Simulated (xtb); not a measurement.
GeF2ClBr, SMILES [F][Ge]([F])([Cl])[Br]. All values are semi-empirical tight-binding results from xtb (GFN2-xTB unless named), good for trends rather than for accurate numbers. Coordinates come from a GFN2-xTB optimisation. The structure was generated by enumeration, and PubChem lists no compound with its InChIKey, so it may never have been made.

For metal compounds this method's bond lengths and energies can be far off.

Computed properties:
```
Item                                            Value
-------------------------------------  --------------
point group as xtb finds it                        Cs
orbital gap                                   4.89 eV
zero-point energy                        3.2 kcal/mol
G − E(el) at 298.15 K (modified RRHO)  -18.3 kcal/mol
```
